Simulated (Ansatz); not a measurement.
A structure relaxed at PBE0-D4/def2-TZVP, charge 0, multiplicity 1:

```xyz
8

C     0.3417   -1.0528   -0.1050
Mo   -0.3493    0.9059    0.0095
F    -1.4587    1.2728   -1.4091
S    -1.2822    0.9965    1.8770
S     1.3995    2.0489    0.0527
H    -0.5357   -1.7069   -0.0868
H     0.8764   -1.1507   -1.0551
H     1.0082   -1.3138    0.7168
```

Question: Give its formula and SMILES.

Answer: CH3FMoS2, `[CH3][Mo]([F])(=[S])=[S]`.

Question: Point group (tolerance 0.08 Å, 0.16 Å for H)?

Answer: Cs.

Question: Summarise the bond lengths by kind.

Answer: 1 × C–Mo 2.080 Å; 3 × C–H 1.090 to 1.095 Å; 1 × F–Mo 1.838 Å; 2 × Mo–S 2.090 Å.

Program: Ansatz 0.2.0.
